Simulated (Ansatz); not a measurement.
Energy difference R1 → P1 + 4 P2, each structure at its B3LYP-D3(BJ)/def2-TZVP stationary point, reached from a drawn start (curvature not checked).
P1: C atom, charge 0, multiplicity 3.
P2: H atom, charge 0, multiplicity 2.
R1: CH4 (SMILES C), charge 0, multiplicity 1.

P less R. No zero-point or thermal terms; singlets are restricted closed shells; open shells are unrestricted; no spin–orbit coupling.

Frozen-core correlation throughout. CBS(a, b) extrapolates the correlation energy as X⁻³ and adds the Hartree–Fock energy of set b.

Codes used: Ansatz (Gaussian basis) for Hartree–Fock, density functionals and correlated methods. Each number belongs to the level named beside it.

The comparison value is 1756.2 kJ/mol (CCSD(T)/CBS(cc-pVTZ, cc-pVQZ)). It is a level with limits of its own, not the exact answer.

### Question
Order these levels by how close they come to the comparison value for the reaction energy, closest first: HF/cc-pVDZ, revPBE/def2-TZVPP, B97M-V/def2-TZVPP, PBE/def2-TZVPP, r2SCAN/def2-TZVPP. Give each level's value less the comparison value.

### Answer
r2SCAN/def2-TZVPP (-1.7 kJ/mol), PBE/def2-TZVPP (2.5 kJ/mol), B97M-V/def2-TZVPP (4.7 kJ/mol), revPBE/def2-TZVPP (-31.7 kJ/mol), HF/cc-pVDZ (-403.9 kJ/mol)

Ansatz is a program for electronic structure.
